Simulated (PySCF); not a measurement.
**BrGeN + H₂O → GeN(OH) + HBr**

Level: PBE0 in the def2-TZVP basis family, all electrons, no relativity, computed in PySCF with density fitting; open shells unrestricted.

```
species                                                                 state and structure  ZPE (kJ/mol)  H(298 K) − H(0) (kJ/mol)  S° (J/(mol K))
  BrGeN                           singlet, C∞v, Ge–Br 2.253 Å, Ge–N 1.637 Å; Br–Ge–N 180.0°           9.3                      13.7           283.9
    H₂O                                        singlet, C2v, O–H 0.960 Å (×2); H–O–H 105.1°          56.5                       9.9           188.7
GeN(OH)  singlet, Cs, Ge–N 1.636 Å, Ge–O 1.748 Å, O–H 0.964 Å; Ge–O–H 113.0°, N–Ge–O 175.5°          40.4                      14.0           278.8
    HBr                                                          singlet, C∞v, H–Br 1.421 Å          16.0                       8.7           198.5
```

Q: Is the gas-phase reaction uphill or downhill in electronic energy at this level, and by how much?

A: At PBE0/def2-TZVP, ΔE = 67.4 kJ/mol, uphill. 

Q: Add zero-point, thermal and entropy terms for 298.15 K and 1 bar.

A: ΔZPE = -9.4 and Δ[H(298) − H(0)] = -0.9 kJ/mol give ΔH° = 57.1 kJ/mol. ΔS° = 4.7 J/(mol K), so ΔG° = 57.1 − 298.15 × (0.0047) = 56 kJ/mol and log₁₀K = -9.8.

The structures come from searches over a few start shapes, so lower isomers are not excluded.
